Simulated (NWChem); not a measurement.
System: BF₂, doublet; SMILES F[B]F

```xyz
3

F      1.1366     0.0000    -0.1401
B      0.0000     0.0000     0.5044
F     -1.1366     0.0000    -0.1401
```
Atoms are numbered in this order, from 1.

Results from NWChem. Spin-unrestricted. In the optimisation the excess spin sits in a1 (C2v, its own frame). Structure relaxed at the PBE0/def2-SVP, spin-unrestricted level. No stability test was run on the SCF state. B3LYP is NWChem's, with the RPA form of VWN correlation. Vertical excitations in the gas phase; the lowest state need not have the same character in each row. Excited states of an open shell can be spin-contaminated.

Problem. Order these by “lowest excitation (eV)”, lowest first: B3LYP/def2-SVP, TDA; PBE/def2-SVP, TDA; UHF/def2-SVP, CIS.

Solution. PBE/def2-SVP, TDA (4.24), B3LYP/def2-SVP, TDA (4.34), UHF/def2-SVP, CIS (4.79)
